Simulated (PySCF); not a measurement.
**Spin states of BPb**

Unrestricted PBE0; basis B cc-pVTZ, Pb cc-pVTZ-PP with ECP60; scalar-relativistic core potentials; PySCF 2.14. Outer shells of the fragments: B 2s2 2p1; Pb 5d10 6s2 6p2.

Followed along the bond (rough minima from three points):

| 2Ms+1 | unpaired | ⟨S²⟩ at the start | R at minimum (Å) | Te (eV) |
| --- | --- | --- | --- | --- |
| 4 | σ ↑, π ↑↑ | 3.75 | 2.26 | 0.00 |
| 2 | σ ↓, π ↑↑ | 1.77 | 2.26 | 0.33 |
| 2 | σ ↑, π ↑↓ | 1.76 | 2.26 | 0.35 |
| 2 | σ ↑ | 0.79 | 2.29 | 0.93 |
| 2 | π ↑ | 0.76 | 2.13 | 1.06 |

Solutions found at the starting distance of 2.210 Å, counted from the lowest of them; the search is not exhaustive and high or unbound solutions are not listed, so other states can lie among these:

```tsv
2Ms+1	unpaired	term	E (eV)	⟨S²⟩	⟨Lz²⟩	μ (D)
4	σ ↑, π ↑↑	⁴Σ⁻	0.00	3.75	0.00	1.86
2	σ ↓, π ↑↑	mixed	0.33	1.77	0.00	1.82
2	σ ↑, π ↑↓	mixed	0.35	1.76	2.01	1.85
2	σ ↑	mixed	0.95	0.79	2.00	1.72
2	π ↑	²Π	1.08	0.76	1.01	1.87
2	π ↑	²Π	1.51	0.75	1.00	2.83
```

A term symbol is given only where ⟨S²⟩ and ⟨Lz²⟩ are close to those of a pure state; real π, δ and φ orbitals otherwise mix terms. A positive dipole means B(−)Pb(+).

Spin–orbit coupling is left out, which matters for elements this heavy, above all for dissociation energies.
